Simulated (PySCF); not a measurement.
CH3Cl2NSi2, SMILES Cl[Si]1(Cl)[SiH2]C=N1. The structure is a stationary point at B3LYP-D3(BJ)/def2-SVP. The structure was generated by enumeration, and PubChem lists no compound with its InChIKey, so it may never have been made.

Computed equilibrium geometry at B3LYP-D3(BJ)/def2-SVP (PySCF confirms it by a frequency run) as Cartesian coordinates in Å, and its point group:
point group Cs.
```xyz
9

Cl     1.4261    -0.1192     1.6782
Si     0.2299     0.0200     0.0000
Cl     1.4261    -0.1192    -1.6782
N     -0.7369     1.5349     0.0000
C     -1.9423     1.0729     0.0000
Si    -1.9351    -0.8676     0.0000
H     -2.7986     1.7749     0.0000
H     -2.5013    -1.5188    -1.2175
H     -2.5013    -1.5188     1.2175
```
Charge 0, spin multiplicity 1.
